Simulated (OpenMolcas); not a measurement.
## Xe³⁺: effect of the active space

* Program: OpenMolcas 26.06
* Method: XMS-CASPT2 or its RAS form, IPEA 0.25 Eh, imaginary shift 0.1 Eh
* Basis: ANO-RCC-VTZP
* Scalar Hamiltonian: DKH2, point nucleus
* Spin-orbit coupling: state interaction with AMFI integrals over the reference wave functions, term energies averaged over their components

A. 3 electrons in 3 orbitals (5p); 2S+1 = 4 odd, 1 root; 2S+1 = 2 odd, 8 roots; closed shells correlated: 4d 5s; CASPT2 step roughly 1.1 core-seconds
B. 5 electrons in 9 orbitals (RAS2 5s 5p; RAS3 5d, at most 2 electrons); 2S+1 = 4 odd, 1 root; 2S+1 = 2 odd, 11 roots; 2S+1 = 4 even, 3 roots; 2S+1 = 2 even, 9 roots; closed shells correlated: 4d; CASPT2 step about 19 core-seconds

Energies in cm-1 above 5s2 5p3 4S* 3/2, the measured ground level; measured values from Saloman, J. Phys. Chem. Ref. Data 33, 765 (2004).

```json
{"Level": "5s2 5p3 4S* 3/2", "A": "0.0", "B": "0.0", "Measured": "0.0"}
{"Level": "5s2 5p3 2D* 3/2", "A": "13460", "B": "13530", "Measured": "13267"}
{"Level": "5s2 5p3 2D* 5/2", "A": "17210", "B": "17140", "Measured": "17511"}
{"Level": "5s2 5p3 2P* 1/2", "A": "28130", "B": "28470", "Measured": "28036"}
{"Level": "5s2 5p3 2P* 3/2", "A": "34430", "B": "34390", "Measured": "35650"}
```

Deviations, from unrounded energies. A percentage is the sum of absolute deviations over the sum of measured energies, with the sign that they share, or ± where signs differ.

```tsv
Against measurement	Levels	A	B
mean absolute deviation (cm-1)	4	450	580
other terms of the ground configuration (%)	4	±1.9	±2.5
```

A lies closest to measurement on these levels. The largest miss of A in the table is 5s2 5p3 2P* 3/2, by -1200 cm-1. The ranking rests on the paired levels alone, and a cruder setting can come out closer through cancelling errors.

The two smallest mean deviations differ by little beside CASPT2's spread within terms, so their order carries little weight.

Between A and B the level of the table that moves most is 5s2 5p3 2P* 1/2, by 340 cm-1 (lowest in A, highest in B). Moves below CASPT2's spread within the term are not significant.

CASPT2 breaks the degeneracy within a term, and the mean is taken; among the terms shown or strongly mixed into the levels shown the widest spread is 1900 cm-1 (5s2 5p3 2D*, A). With the s shell closed, the reference lacks s² → p² mixing (holds for A). The run also gave levels led by 5s2 5p2 5d, which use shells meant for correlation; these and all levels above them are left out (holds for B). Measured partners are found by configuration, term and J. A level has none where our copy of the source lacks it or the pairing is in doubt (some pairs that miss far off the trend of their configuration count as doubtful), and it then counts in no deviation. Only configurations of the active space appear. Levels that lie high or do not pair safely by name in every column are left out.

* marks odd parity.
